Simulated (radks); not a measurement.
The numbers below are computed, except where a source is named.
Question: Radial electron density D(r) = 4 pi r^2 rho(r) of an atom or ion with 22 electrons. Level of theory: scalar-relativistic Kohn-Sham, BLYP, spin-unpolarised, spherical densities, point nucleus (a radial shooting solver on a logarithmic mesh with Libxc functionals).

r (bohr),D(r) (e/bohr)
0.00705,3.455
0.008077,4.319
0.009329,5.432
0.01069,6.693
0.01234,8.270
0.01414,9.996
0.01633,12.07
0.01886,14.35
0.02161,16.65
0.02496,19.13
0.02859,21.38
0.03302,23.48
0.03783,25.01
0.04369,25.97
0.05045,26.10
0.05781,25.45
0.06676,24.06
0.07648,22.39
0.08833,20.71
0.1012,19.70
0.1169,19.69
0.135,20.96
0.1546,23.10
0.1786,25.70
0.2046,27.56
0.2363,27.93
0.2707,26.26
0.3126,22.45
0.3611,17.44
0.4137,12.85
0.4777,9.397
0.5473,8.032
0.6321,8.351
0.7242,9.431
0.8364,10.25
0.9659,9.978
1.107,8.645
1.278,6.572
1.464,4.577
1.691,2.888
1.937,1.842
2.237,1.233
2.584,0.9427
2.96,0.7972
3.419,0.6730
3.917,0.5467
4.524,0.4054
5.183,0.2807
5.985,0.1728
6.912,0.09570
7.919,0.04926
9.146,0.02152
10.48,0.008609
12.1,0.002766
13.86,0.0007893
16.01,0.0001675

What is the nuclear charge?

Answer: Z = 22. The innermost maximum, from 1s, lies near gamma/Z bohr with gamma = sqrt(1 - (Z/c)^2) = 0.987, here 0.0449 bohr (found: 0.0481), and its height grows with Z. The density is that of neutral titanium in [Ar] 3d2 4s1 4p1; the configuration itself is not fixed sharply by these data, and Z only to about a unit. D(r) has 3 maxima, at r = 0.0481, 0.225, 0.871 bohr, and minima at 0.109, 0.570 bohr, inside which lie 2.13, 10.45 electrons.
